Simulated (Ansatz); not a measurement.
Job for Ansatz (a quantum-chemistry and plane-wave program): U-PBE/aug-cc-pV(T+d)Z on BeClF (SMILES [F][Be][Cl]), a point of a bond scan (R = 1.991 Å). Files ending in .json are basis or fitting sets from the Basis Set Exchange.

Ansatz 0.2 input:
```yaml
crystal:
  periodic: [false, false, false]
  atoms:
    - {symbol: Be, position_ang: [-0.00000000, -0.00000000, -0.61301342]}
    - {symbol: F, position_ang: [-0.00000000, -0.00000000, -1.98830246]}
    - {symbol: Cl, position_ang: [0.00000000, 0.00000000, 1.37785743]}
basis:
  gaussian:
    orbitals: aug-cc-pV_T+d_Z.json
hamiltonian:
  xc: {name: PBE}
magnetization: {spin_polarized: true, initial_magnetization: 0}
```

Program output:

```
WARN ansatz: RAYON_NUM_THREADS=1 ignored (pool sized by the plan → 1); use --threads N
Functional definition: PBE
integrals: 0.05 GiB planned
770 factors; their error is unknown
mean field: 0.53 GiB planned
mean field evaluation 1: about -15635.2033 eV, gradient 3.1e1 eV
mean field evaluation 2: about -15618.6242 eV, gradient 8.0e1 eV
mean field evaluation 4: about -15638.0279 eV, gradient 3.7e0 eV
mean field evaluation 8: about -15638.0472 eV, gradient 1.9e-1 eV
mean field -15638.04724023 eV, -574.6876362293 hartree, gradient 5.4e-5 eV, S^2 0.000000; 0 other end points of the search recorded, 0 dependent functions left out
reference -15638.04728889 eV, -574.6876380176 hartree; 15, 15 occupied and 132, 132 virtual orbitals, 770 factors
Total energy: -15638.04728889 eV, -574.6876380176 hartree
```

The calculation finished and met its thresholds.

Cost: roughly 5 core-seconds.
